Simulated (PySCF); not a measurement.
Isomers of C9H10, one GFN2-xTB conformer each. Single-point energies are computed at PBE0/pcSseg-1 (PySCF, gas phase, no added dispersion term), electronic only.

| SMILES | GFN2-xTB relative energy (kcal/mol) |
| --- | --- |
| C=C(C)C1=C[C@@H]2C=C[C@H]12 | 62.6 |
| Cc1ccc2c(c1)CC2 | 0.0 |

Conformers: `[CH2:1]=[C:2]([CH3:3])[C:4]1=[CH:5][C@@H:6]2[CH:7]=[CH:8][C@H:9]12` with C1–C2–C4–C5 177°.

Problem. What does PBE0/pcSseg-1 give for the same structures?

Solution. 
```json
{"SMILES": "Cc1ccc2c(c1)CC2", "PBE0/pcSseg-1 E (Eh)": "-348.47978", "PBE0/pcSseg-1 (kcal/mol)": "0.0", "GFN2-xTB (kcal/mol)": "0.0", "point group": "–"}
{"SMILES": "C=C(C)C1=C[C@@H]2C=C[C@H]12", "PBE0/pcSseg-1 E (Eh)": "-348.37522", "PBE0/pcSseg-1 (kcal/mol)": "65.6", "GFN2-xTB (kcal/mol)": "62.6", "point group": "C1"}
```

Both levels put the same isomer lowest. As drawn, the lower has an aromatic ring, which the higher lacks; the higher has a C=C bond outside aromatic rings, which the lower lacks.

Problem. Which frontier levels, dipoles and rotational constants go with these structures?

Solution. 
| SMILES | HOMO (eV, PBE0/pcSseg-1) | LUMO (eV) | dipole (D) | A, B, C (MHz) |
| --- | --- | --- | --- | --- |
| Cc1ccc2c(c1)CC2 | -6.59 | -0.17 | 0.26 | 3971, 1299, 996.8 |
| C=C(C)C1=C[C@@H]2C=C[C@H]12 | -6.41 | -0.89 | 0.37 | 3669, 1246, 1040 |
